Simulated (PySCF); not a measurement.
**Question.** Give a PBE0-D3(BJ)/def2-SVP geometry of InChI=1S/C5H5BF2O2/c1-9-5-3-2-4(10-5)6(7)8/h2-3H,1H3.

**Answer.** 
```
atom  x, y, z in Å
C1    -2.509    0.888   -0.146
O2    -1.978   -0.399   -0.403
C3    -0.689   -0.584   -0.208
C4     0.064   -1.727   -0.367
C5     1.378   -1.338   -0.020
C6     1.355   -0.005    0.327
B7     2.439    0.962    0.778
F8     3.693    0.549    0.902
F9     2.184    2.229    1.059
O10    0.050    0.440    0.198
H11   -3.582    0.822   -0.358
H12   -2.353    1.180    0.904
H13   -2.046    1.646   -0.797
H14   -0.303   -2.697   -0.689
H15    2.268   -1.966   -0.017
```

Orientation and origin are arbitrary. Atoms count from 1 in this order. The 5-membered ring C3–C4–C5–C6–O10 has internal angles of 104.6° to 111.8° (sum 540°, against 540° for a flat polygon); it is planar, 0.00 Å rms from its mean plane, widest ring torsion 0°. The 4 C–O bonds span 1.317 Å (O2–C3, drawn single) to 1.416 Å (C1–O2, drawn single), a spread of 0.099 Å. B7 (three-coordinate boron) is planar (angles 122.3°, 120.3° and 117.4°, sum 360.0°, 0.00 Å off the plane of its three neighbours). Of the pairs four or more bonds apart, O10···H12 is among the closest relative to their van der Waals radii: 2.61 Å, 96 % of the sum of Bondi's values.

Bonds between heavy atoms (Å): C1–O2 1.416, O2–C3 1.317, C3–C4 1.378, C4–C5 1.414, C5–C6 1.378, C6–B7 1.521, B7–F8 1.326, B7–F9 1.323, C6–O10 1.385, C3–O10 1.327.

Method: PBE0-D3(BJ)/def2-SVP geometry optimisation, gas phase in PySCF.

Point group: Cs (tolerance 0.08 Å). No PBE0-D3(BJ)/def2-SVP frequencies stand behind this structure, so it isn't proved a minimum. The numbers are those of one conformer (C1–O2–C3–C4 179°).
